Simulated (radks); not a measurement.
Results of a calculation; reference values are marked as such.
Ionisation of the cadmium ion Cd3+, [Kr] 4d9, to [Kr] 4d8 as the strength of local exchange is varied. Level of theory: scalar-relativistic Kohn-Sham, Slater X-alpha exchange (alpha = 2/3 is LDA exchange), no correlation, spin-polarised, spherical densities, point nucleus; open shells are filled with parallel spins first (spin-orbit coupling, left out, can overturn this in heavy ions) (a radial shooting solver on a logarithmic mesh with Libxc functionals).

alpha,E(Cd3+) (hartree),exchange (hartree),IE (eV),-e of the level emptied (eV),<r> of it (bohr)
0.574,-5562.81883,-123.24954,49.605,41.785 (4d),1.224
0.667,-5582.86452,-143.71819,51.844,43.924 (4d),1.205
0.683,-5586.32029,-147.25368,52.236,44.299 (4d),1.202
0.725,-5595.40151,-156.55386,53.273,45.292 (4d),1.194
0.731,-5596.69998,-157.88476,53.422,45.435 (4d),1.193
1.013,-5658.05582,-221.08712,60.722,52.466 (4d),1.141

NIST Atomic Spectra Database: 51 +/- 1.7 eV (theoretical). The Delta-SCF value meets it near alpha = 0.63. Open shells are spherical and high-spin; term and fine-structure splittings are not resolved.
